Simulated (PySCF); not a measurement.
# How the method changes the shape and vibrations of Al2FH2O cation

All numbers below are calculated, not measured. The program is PySCF 2.14.0, an open-source quantum chemistry code, run on an isolated molecule that a program drew, which may never have been made. The molecule is Al2FH2O cation (charge +1, singlet), drawn as the SMILES string `[OH][AlH][Al+][F]`.

The geometry was optimised and harmonic frequencies were computed with HF and MP2, all in the cc-pV(D+d)Z basis, for the commonest isotopes, with a restricted reference for singlets and an unrestricted one otherwise, and a frozen core in MP2. Each result is a local minimum of its method.

Geometry at the HF minimum:
```xyz
6
Al2FH2O cation, angstrom
O     0.2736   -1.3305   -1.2930
Al    0.2222    0.2532   -0.8440
Al   -1.5036    0.0211    1.2156
F    -2.5433   -0.2111    2.4355
H     0.6755   -1.9049   -1.9272
H     0.7987    1.6409   -1.2124
```

Lengths of the bonds as drawn, in Å (atoms numbered as above):
| bond | HF | MP2 |
|---|---|---|
| O1-Al2 | 1.647 | 1.680 |
| Al2-Al3 | 2.697 | 2.673 |
| Al3-F4 | 1.620 | 1.644 |
| O1-H5 | 0.945 | 0.968 |
| Al2-H6 | 1.547 | 1.552 |

Rotational constants, in GHz:
```
constant,HF,MP2
A,15.51,14.38
B,1.602,1.657
C,1.452,1.485
```

Harmonic frequencies in cm^-1, each column in rising order, so a row needn't be the same motion in every method:
```
rank,HF,MP2
1,76,60
2,118,109
3,164,149
4,274,?
5,426,415
6,470,455
7,479,530
8,606,588
9,935,898
10,967,909
11,2132,2086
12,4187,3883
```

**Estimate the missing MP2 frequency from the HF column.**

A single factor s that minimises the squared misfit of MP2 against s times HF over the other rows is sum(HF x MP2) / sum(HF^2) = 0.9413, with an rms misfit of 39 cm^-1. For rank 4 it gives 0.9413 x 274 = 258 cm^-1. The calculation gives 279 cm^-1, 21 cm^-1 above the estimate. The drawn bonds are on average 1.1 % longer in MP2 than in HF.
